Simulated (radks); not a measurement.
Effect of the nuclear size on the gadolinium ion Gd2+, [Xe] 4f7 5d1. All-electron calculation, Dirac Kohn-Sham, PBE, spin-unpolarised, spherical densities, finite nucleus; open shells are shared between the two j in proportion to 2j + 1; Fermi nuclear charge, rms radius 5.1569 fm. Program: a radial shooting solver on a logarithmic mesh with Libxc functionals. The rms radius is varied about that value; shifts are against it.

rms radius (fm)  total energy shift (eV)  density at nucleus (e/bohr^3)  1s1/2 shift (meV)  2s1/2 shift (meV)  5s1/2 shift (meV)  5p1/2 shift (meV)  5d5/2 shift (meV)  6s1/2 (empty) shift (meV)
4.2596                             -6.74                      6.598e+05              -2780               -358              -3.00              0.101              0.059                     -0.437
4.8939                             -2.08                      6.369e+05               -855               -110             -0.923              0.031              0.018                     -0.134
5.1569                                 0                      6.285e+05              0.000              0.000              0.000              0.000              0.000                      0.000
5.3632                              1.68                      6.222e+05                694               89.5              0.749             -0.025             -0.015                      0.109
6.2038                              9.05                      5.995e+05               3730                481               4.02             -0.136             -0.080                      0.586

Slopes of the eigenvalues against <r^2> in GHz/fm^2, as finite differences over the two radii next to the reference (eigenvalue slopes, not the field-shift constants of lines): 1s1/2 77800, 2s1/2 10000, 5s1/2 84.0, 5p1/2 -2.83, 5d5/2 -1.66, 6s1/2 (empty) 12.2.
